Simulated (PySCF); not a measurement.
CH₆FNOSi₂, SMILES F[Si@@H]1CN[SiH2]O1. Atoms are numbered in the order given.

```xyz
12

F      0.7275    -2.0328    -0.8558
Si     0.3623    -1.0559     0.3902
C     -1.4425    -0.5046     0.2848
N     -1.3830     0.8984    -0.1277
Si     0.1530     1.7014    -0.1380
O      1.1452     0.3948     0.2268
H      0.7772    -1.7754     1.6137
H     -1.9536    -0.6462     1.2575
H     -1.9742    -1.1328    -0.4535
H     -2.2715     1.3439    -0.3222
H      0.5098     2.2942    -1.4568
H      0.3241     2.7542     0.9038
```

Coordinates come from a ωB97X-D3(BJ)/def2-SVP optimisation. The structure was generated by enumeration; whether it is a known compound was not checked. One conformer was computed; it need not be the lowest.

Two levels are set side by side: PBE/pcSseg-1 (PySCF) and B3LYP/pcSseg-1 (PySCF). GIAO shifts against CFCl3 (¹⁹F), H2O (¹⁷O), NH3 (¹⁵N), TMS (²⁹Si), TMS (¹H), TMS (¹³C) at the same level; non-relativistic, no solvent, atoms listed together averaged. Differences are taken from unrounded values.

```json
[
 {"quantity": "δ(¹⁹F) of F1 (ppm)", "B3LYP": "-157.4"},
 {"quantity": "δ(²⁹Si) of Si2 (ppm)", "B3LYP": "-4.9"},
 {"quantity": "δ(¹³C) of C3 (ppm)", "B3LYP": "33.0"},
 {"quantity": "δ(¹⁵N) of N4 (ppm)", "B3LYP": "15.5"},
 {"quantity": "δ(²⁹Si) of Si5 (ppm)", "B3LYP": "-19.2"},
 {"quantity": "δ(¹⁷O) of O6 (ppm)", "B3LYP": "77.9"},
 {"quantity": "δ(¹H) of H7 (ppm)", "B3LYP": "5.35"},
 {"quantity": "δ(¹H) of H10 (ppm)", "B3LYP": "0.08"},
 {"quantity": "δ(¹H) of H11, H12 (ppm)", "B3LYP": "5.54"}
]
```

### Question
What does PBE give, and how far is it from B3LYP? (The exact figures need the calculation; the answer reports its results.)

### Answer

```
quantity                    PBE  PBE minus B3LYP
-----------------------  ------  ---------------
δ(¹⁹F) of F1 (ppm)       -169.4            -12.1
δ(²⁹Si) of Si2 (ppm)        2.8              7.7
δ(¹³C) of C3 (ppm)         34.5              1.5
δ(¹⁵N) of N4 (ppm)         18.8              3.3
δ(²⁹Si) of Si5 (ppm)      -12.4              6.8
δ(¹⁷O) of O6 (ppm)         88.0             10.1
δ(¹H) of H7 (ppm)          5.70             0.35
δ(¹H) of H10 (ppm)         0.06            -0.02
δ(¹H) of H11, H12 (ppm)    5.93             0.39
```

Rough cost on one machine, each run with all the roots and properties that it gave: B3LYP against PBE within a factor of 2.
